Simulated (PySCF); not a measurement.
CH6ClFOSi2, SMILES C[Si@@](O)(Cl)[SiH2]F. Coordinates come from a B3LYP-D3(BJ)/def2-SVP optimisation. The structure was generated by enumeration; whether it is a known compound was not checked. One conformer was computed; it need not be the lowest.

Computed equilibrium geometry at B3LYP-D3(BJ)/def2-SVP (PySCF confirms it by a frequency run) as a Z-matrix (one conformer of several):
```
Si
O 1 1.6639
H 2 0.9656 1 118.18
C 1 1.8721 2 112.59 3 66.15
H 4 1.1016 1 110.70 2 178.71
H 4 1.1021 5 108.67 1 121.77
H 4 1.1025 5 107.74 6 117.19
Cl 1 2.0972 2 109.75 3 -52.71
Si 1 2.3415 2 106.45 3 -168.70
F 9 1.6334 1 109.16 2 61.84
H 9 1.4908 10 108.23 1 122.17
H 9 1.4909 11 109.18 10 -117.63
```
Charge 0, spin multiplicity 1.
